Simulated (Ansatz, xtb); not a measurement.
## Relative energy of two isomers of CH6GeN

Structure X: `C[NH][GeH2]`, a doublet. Structure Y: `[CH3][GeH][NH2]`, a doublet. Both are isolated molecules in the gas phase, relaxed with B3LYP-D3(BJ)/def2-SVP; the shapes shown needn't be the lowest conformers.

X (Å):

```yaml
atoms:
  - { symbol: C, position_ang: [-1.0198, 1.4581, 0.2703] }
  - { symbol: Ge, position_ang: [-1.2774, -1.3245, -0.5862] }
  - { symbol: N, position_ang: [-1.8239, 0.2546, 0.2205] }
  - { symbol: H, position_ang: [-1.1253, 2.1080, -0.6210] }
  - { symbol: H, position_ang: [-1.2812, 2.0664, 1.1547] }
  - { symbol: H, position_ang: [0.0452, 1.1922, 0.3610] }
  - { symbol: H, position_ang: [-2.8230, 0.4458, 0.1741] }
  - { symbol: H, position_ang: [-2.2804, -2.3873, -0.0308] }
  - { symbol: H, position_ang: [0.1360, -1.5811, 0.0317] }
```

Y (Å):

```xyz
9

C    -1.1152    0.9298    0.7974
Ge   -1.1726    0.4432   -1.1265
N     0.0936   -0.9052   -1.3356
H     0.3000   -1.1756   -2.2965
H    -0.0665   -1.7508   -0.7892
H    -1.4412    0.0847    1.4218
H    -0.6086    1.6268   -1.9833
H    -1.7793    1.7852    0.9900
H    -0.0831    1.2016    1.0696
```

**Question.** Estimate which is lower in electronic energy at CCSD(T)/def2-SVP + ΔMP2/def2-TZVPP, and by roughly how much.

**Answer.** The CCSD(T)/def2-SVP + ΔMP2/def2-TZVPP calculation puts structure Y lower, by 16.7 kcal/mol.

Level by level:

```json
{"level": "GFN2-xTB", "geometry": "GFN2-xTB", "E(Y) − E(X) (kcal/mol)": "+0.2", "departure from the last row (kcal/mol)": "+17.0", "job, with rough time for the two": "optimisation, 0.32 s"}
{"level": "HF/STO-3G", "geometry": "GFN2-xTB", "E(Y) − E(X) (kcal/mol)": "−12.6", "departure from the last row (kcal/mol)": "+4.1", "job, with rough time for the two": "single point, 0.58 s"}
{"level": "r2SCAN-D4/def2-SVP", "geometry": "GFN2-xTB", "E(Y) − E(X) (kcal/mol)": "−12.5", "departure from the last row (kcal/mol)": "+4.2", "job, with rough time for the two": "single point, 9.6 s"}
{"level": "B3LYP-D3(BJ)/def2-SVP", "geometry": "B3LYP-D3(BJ)/def2-SVP", "E(Y) − E(X) (kcal/mol)": "−10.9", "departure from the last row (kcal/mol)": "+5.8", "job, with rough time for the two": "optimisation, 99 s"}
{"level": "HF/def2-SVP", "geometry": "B3LYP-D3(BJ)/def2-SVP", "E(Y) − E(X) (kcal/mol)": "−12.2", "departure from the last row (kcal/mol)": "+4.5", "job, with rough time for the two": "part of the CCSD(T) run"}
{"level": "MP2/def2-SVP", "geometry": "B3LYP-D3(BJ)/def2-SVP", "E(Y) − E(X) (kcal/mol)": "−13.3", "departure from the last row (kcal/mol)": "+3.4", "job, with rough time for the two": "part of the CCSD(T) run"}
{"level": "CCSD(T)/def2-SVP", "geometry": "B3LYP-D3(BJ)/def2-SVP", "E(Y) − E(X) (kcal/mol)": "−11.6", "departure from the last row (kcal/mol)": "+5.2", "job, with rough time for the two": "single point"}
{"level": "CCSD(T)/def2-SVP + ΔMP2/def2-TZVPP", "geometry": "B3LYP-D3(BJ)/def2-SVP", "E(Y) − E(X) (kcal/mol)": "−16.7", "departure from the last row (kcal/mol)": "", "job, with rough time for the two": "single point, 73 s"}
```

As drawn, Y has 1 C–Ge, 1 N–H in place of 1 C–N, 1 Ge–H.

GFN2-xTB finds them nearly level. The largest departure from CCSD(T)/def2-SVP + ΔMP2/def2-TZVPP is that of GFN2-xTB, 17.0 kcal/mol. The last row adds to CCSD(T) the change of the MP2 difference between the two basis sets, here −5.2 kcal/mol, a large step that makes the value less sure.

With harmonic frequencies from B3LYP-D3(BJ)/def2-SVP (ideal gas, rigid rotor, one conformer each, 298.15 K, 1 atm): the zero-point term adds +0.5 kcal/mol; ΔH is −16.0 and ΔG −16.5 kcal/mol.

Open shells are spin-unrestricted. The correlated steps freeze 11 core orbitals; the filled d shell of Ge is correlated, in a basis made for valence electrons. Run with Ansatz 0.2.0, xtb 6.7.1; the last row on 2 threads of Arm Neoverse N1 on a shared host.
